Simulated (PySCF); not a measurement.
Species: C8H9F3.
Z-matrix (Å and degrees, PBE0-D3(BJ)/def2-SVP geometry), rows numbered from 1:
```
C 
C   1  1.3461
C   2  1.4795  1  119.46
C   3  1.3427  2  127.17  1  -136.77
C   4  1.4924  3  127.55  2     1.42
C   2  1.4847  1  121.94  3   177.11
C   6  1.3383  2  123.16  1  -145.56
C   6  1.5093  2  118.02  1    34.86
F   8  1.3344  6  112.30  2   171.32
F   8  1.3377  6  110.96  2    51.37
F   8  1.3422  6  112.24  2   -68.38
H   1  1.0903  2  122.43  3  -178.98
H   1  1.0928  2  120.11  3     1.03
H   3  1.0952  2  115.20  1    39.97
H   4  1.0965  3  116.55  2   179.32
H   5  1.1043  4  111.36  3  -105.90
H   5  1.1014  4  110.09  3   136.14
H   5  1.0976  4  112.59  3    15.16
H   7  1.0907  6  121.34  2   179.44
H   7  1.0918  6  120.25  2    -0.72
```

The closed-shell ground state was solved at several levels (PySCF, density fitting, gas phase, non-relativistic).

| level | basis functions | total energy (Eh) | HOMO (eV) | LUMO (eV) | gap (eV) | dipole (D) |
| --- | --- | --- | --- | --- | --- | --- |
| PBE0/pcSseg-1 | 232 | -609.0307 | -6.79 | -1.39 | 5.40 | 2.37 |
| B3LYP/pcJ-1 | 387 | -609.7656 | -6.56 | -1.56 | 5.00 | 2.37 |
| mPW1PW91/pcSseg-2 | 522 | -609.8403 | -6.81 | -1.47 | 5.34 | 2.42 |

Q: Estimate the row for CAM-B3LYP/def2-SVPD, a basis of 301 functions; the other rows only guide the guess.

A: Total energy -609.0821 Eh, HOMO -8.05 eV, LUMO -0.37 eV, gap 7.68 eV, dipole 2.51 D.

Q: Over all these levels, which gives the widest orbital gap and which the narrowest?

A: CAM-B3LYP/def2-SVPD (range-separated hybrid) has the widest, 7.68 eV, and B3LYP/pcJ-1 (global hybrid, 20 % exact exchange) the narrowest, 5.00 eV. Functional and basis both differ between the two, so the spread mixes both effects.

Q: How far do the dipole and the HOMO energy spread over the levels?

A: The dipole runs from 2.37 to 2.51 D (mean 2.42 D) and the HOMO from -8.05 to -6.56 eV.

One conformer stands for the species.
